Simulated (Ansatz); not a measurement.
Input file for C3H6B2, SMILES `BC(B)=C=C`:

```yaml
crystal:
  periodic: [false, false, false]
  atoms:
    - {symbol: B, position_ang: [-1.723354, 0.364501, 0.305539]}
    - {symbol: C, position_ang: [-0.212972, 0.050649, 0.386027]}
    - {symbol: B, position_ang: [0.597788, -0.087592, 1.693617]}
    - {symbol: C, position_ang: [0.438104, -0.113557, -0.756057]}
    - {symbol: C, position_ang: [1.073361, -0.274878, -1.870669]}
    - {symbol: H, position_ang: [-2.350342, 0.517062, 1.312560]}
    - {symbol: H, position_ang: [-2.266440, 0.455682, -0.756437]}
    - {symbol: H, position_ang: [1.768755, -0.329456, 1.656557]}
    - {symbol: H, position_ang: [0.048617, 0.048785, 2.747322]}
    - {symbol: H, position_ang: [1.154727, -1.255811, -2.325775]}
    - {symbol: H, position_ang: [1.537055, 0.567515, -2.371985]}
basis:
  gaussian: {orbitals: def2-SVP}
correlation: {method: ccsd_t}
```

```sh
$ ansatz run in.yaml --threads 2 --pin off --events-out ev --progress --plain --max-ram 4352MiB
```

Log, shortened:

```
Functional definition: HF
1035 factors; integrals over basis functions are off by at most 1.1e-3 eV
mean field evaluation 1: about -4521.5274 eV, gradient 2.6e1 eV
mean field evaluation 2: about -4521.6211 eV, gradient 2.6e1 eV
mean field evaluation 4: about -4524.0855 eV, gradient 3.4e0 eV
mean field evaluation 8: about -4524.1344 eV, gradient 1.1e-1 eV
mean field evaluation 16: about -4524.0342 eV, gradient 9.0e-1 eV
mean field -4524.13445709 eV, -166.2588747297 hartree, gradient 4.6e-6 eV, S^2 0.000000; 0 other end points of the search recorded, 0 dependent functions left out
5 core orbitals not correlated: weight in the atoms' cores, before any rotation towards them, 1.000 or more for the frozen orbitals, at most 0.000 for the correlated occupied ones
reference -4524.13445709 eV, -166.2588747297 hartree; 12, 12 occupied and 83, 83 virtual orbitals, 1035 factors
second order -14.79047540 eV of doubles, -0.00000000 eV of singles
cycle   1  -15.65980321 eV  change   -8.7e-1 eV  update   9.9e-2
cycle   2  -16.15885733 eV  change   -5.0e-1 eV  update   3.0e-2
cycle   3  -16.26243821 eV  change   -1.0e-1 eV  update   1.4e-2
cycle   4  -16.26200004 eV  change    4.4e-4 eV  update   3.7e-3
cycle   5  -16.26205404 eV  change   -5.4e-5 eV  update   1.4e-3
cycle   6  -16.26238867 eV  change   -3.3e-4 eV  update   4.3e-4
cycle   7  -16.26241884 eV  change   -3.0e-5 eV  update   1.6e-4
cycle   8  -16.26251547 eV  change   -9.7e-5 eV  update   6.3e-5
cycle   9  -16.26252419 eV  change   -8.7e-6 eV  update   2.4e-5
perturbative correction -0.62943874 eV, -0.0231314470 hartree
Total energy: -4541.02642002 eV, -166.8796429176 hartree
```

It took 4.6 s on 2 threads of an Arm Neoverse V2 on a shared host, with 0.43 GiB of host memory at the peak.

The correlation energy is -16.892 eV, 3.7 % of it from (T); the T1 diagnostic reads 0.0120.
